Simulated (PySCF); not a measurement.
# Run times: thulium in cc-pwCVTZ-X2C

Measured wall times of calculations with PySCF 2.14 in cc-pwCVTZ-X2C (12s11p9d7f4g1h, 186 functions), with scalar relativity by spin-free X2C-1e, run from one Python driver. Hardware: 2 threads of Neoverse-V1 on a shared host, 2.6 GiB allowed. The two-electron integrals over 186 functions were computed once and kept in memory (57 CPU seconds with the set-up); the times below exclude them. Kohn-Sham runs start from converged Hartree-Fock orbitals.

Launch command (the driver calls PySCF for each step listed in the task file):

```bash
OMP_NUM_THREADS=2 python atomrun2.py TASK.json OUT
```

```json
{"species": "Tm²⁺ [Xe] 4f13", "step": "UHF with spin-orbit constants", "iterations": "8", "wall time (s)": "16"}
{"species": "Tm²⁺ [Xe] 4f13", "step": "LDA", "iterations": "7", "wall time (s)": "5"}
{"species": "Tm²⁺ [Xe] 4f13", "step": "PBE", "iterations": "7", "wall time (s)": "7.3"}
{"species": "Tm²⁺ [Xe] 4f13", "step": "PBE0", "iterations": "7", "wall time (s)": "13"}
{"species": "Tm²⁺ [Xe] 4f13", "step": "r2SCAN", "iterations": "8", "wall time (s)": "20"}
{"species": "Tm²⁺ [Xe] 4f13", "step": "MP2 (21 electrons)", "iterations": "", "wall time (s)": "6.8"}
```

(1) Roughly how long does MP2 (39 electrons) take for Tm²⁺ [Xe] 4f13 here?

Peak memory of the process: 2.8 GiB. Times on a shared host vary from run to run.

Answers

(1) About 11 s.
